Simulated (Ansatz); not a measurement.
`c1ccc(-c2ccc(-c3ccc(-c4ccc(-c5ccccc5)cc4)cc3)cc2)cc1`. The state is a singlet with charge 0. Geometry r2SCAN-D4/def2-SVP; atoms count from 1.

Cartesian coordinates in Å:
```
C 3.886 -1.951 -9.073
C 4.687 -2.036 -7.930
C 4.148 -1.766 -6.671
C 2.795 -1.404 -6.526
C 2.223 -1.117 -5.192
C 1.238 -0.126 -5.017
C 0.702 0.146 -3.761
C 1.121 -0.563 -2.619
C 0.551 -0.277 -1.287
C 0.371 -1.298 -0.334
C -0.168 -1.028 0.922
C -0.551 0.277 1.287
C -1.122 0.563 2.619
C -2.093 1.568 2.797
C -2.630 1.839 4.053
C -2.223 1.117 5.192
C -2.795 1.404 6.526
C -3.127 2.719 6.903
C -3.666 2.990 8.162
C -3.885 1.951 9.073
C -3.560 0.640 8.712
C -3.021 0.368 7.454
C -1.254 0.111 5.014
C -0.715 -0.158 3.758
C -0.371 1.298 0.334
C 0.166 1.028 -0.922
C 2.105 -1.556 -2.794
C 2.644 -1.824 -4.049
C 2.001 -1.322 -7.686
C 2.541 -1.593 -8.945
H 4.309 -2.163 -10.060
H 5.744 -2.305 -8.019
H 4.791 -1.808 -5.787
H 0.900 0.455 -5.880
H -0.074 0.911 -3.665
H 0.621 -2.330 -0.597
H -0.330 -1.852 1.622
H -2.461 2.121 1.928
H -3.409 2.600 4.150
H -2.933 3.542 6.208
H -3.905 4.021 8.437
H -4.307 2.164 10.059
H -3.738 -0.182 9.413
H -2.797 -0.665 7.171
H -0.888 -0.442 5.884
H 0.066 -0.919 3.663
H -0.621 2.330 0.598
H 0.328 1.852 -1.622
H 2.468 -2.114 -1.926
H 3.396 -2.613 -4.151
H 0.940 -1.071 -7.595
H 1.902 -1.534 -9.831
```

Single mean-field runs in def2-TZVP are fitted with def2-universal-jkfit.

Estimate the Mulliken populations of the heavy atoms from the PBE0/def2-TZVP orbitals of Ansatz.


| atom | charge (e) |
| --- | --- |
| C1 | -0.11 |
| C2 | -0.12 |
| C3 | -0.22 |
| C4 | 0.14 |
| C5 | 0.20 |
| C6 | -0.21 |
| C7 | -0.20 |
| C8 | 0.15 |
| C9 | 0.17 |
| C10 | -0.21 |
| C11 | -0.21 |
| C12 | 0.17 |
| C13 | 0.15 |
| C14 | -0.20 |
| C15 | -0.21 |
| C16 | 0.21 |
| C17 | 0.13 |
| C18 | -0.21 |
| C19 | -0.12 |
| C20 | -0.11 |
| C21 | -0.12 |
| C22 | -0.21 |
| C23 | -0.21 |
| C24 | -0.20 |
| C25 | -0.21 |
| C26 | -0.21 |
| C27 | -0.20 |
| C28 | -0.21 |
| C29 | -0.22 |
| C30 | -0.12 |
Mulliken values and Mayer orders depend strongly on the basis.

And the Mayer bond orders between bonded heavy atoms (over 0.3)?

C1–C2 1.42 (1.40 Å); C1–C30 1.42 (1.40 Å); C2–C3 1.46 (1.40 Å); C3–C4 1.39 (1.41 Å); C4–C5 0.88 (1.48 Å); C4–C29 1.39 (1.41 Å); C5–C6 1.37 (1.41 Å); C5–C28 1.37 (1.41 Å); C6–C7 1.46 (1.39 Å); C7–C8 1.38 (1.41 Å); C8–C9 0.89 (1.48 Å); C8–C27 1.38 (1.41 Å); C9–C10 1.37 (1.41 Å); C9–C26 1.37 (1.41 Å); C10–C11 1.47 (1.39 Å); C11–C12 1.37 (1.41 Å); C12–C13 0.89 (1.48 Å); C12–C25 1.37 (1.41 Å); C13–C14 1.37 (1.41 Å); C13–C24 1.37 (1.41 Å); C14–C15 1.47 (1.39 Å); C15–C16 1.37 (1.41 Å); C16–C17 0.88 (1.48 Å); C16–C23 1.37 (1.41 Å); C17–C18 1.39 (1.41 Å); C17–C22 1.39 (1.41 Å); C18–C19 1.46 (1.40 Å); C19–C20 1.42 (1.40 Å); C20–C21 1.42 (1.40 Å); C21–C22 1.46 (1.40 Å); C23–C24 1.47 (1.39 Å); C25–C26 1.47 (1.39 Å); C27–C28 1.46 (1.39 Å); C29–C30 1.46 (1.40 Å).
